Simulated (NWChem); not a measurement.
System: ZnBrF; SMILES [Br][Zn][F]

```xyz
3

Zn    -0.2153     0.7148     0.0000
F     -0.5486     2.4215     0.0000
Br     0.2101    -1.4638     0.0000
```
Atoms are numbered in this order, from 1.

Results from NWChem. Structure relaxed at the PBE0/def2-SVP level. Vzz is the largest principal value of the second derivative of the potential at the nucleus (NWChem prints the opposite sign); η is the asymmetry. Non-relativistic.

Q: Estimate the computed values for Hartree-Fock/def2-SVP. Quantities: Vzz Zn1 (a.u.); η Zn1; Vzz Br3 (a.u.); η Br3.

A: 
```yaml
Vzz Zn1 (a.u.): -1.593
"η Zn1": 0.00
Vzz Br3 (a.u.): 3.268
"η Br3": 0.00
```
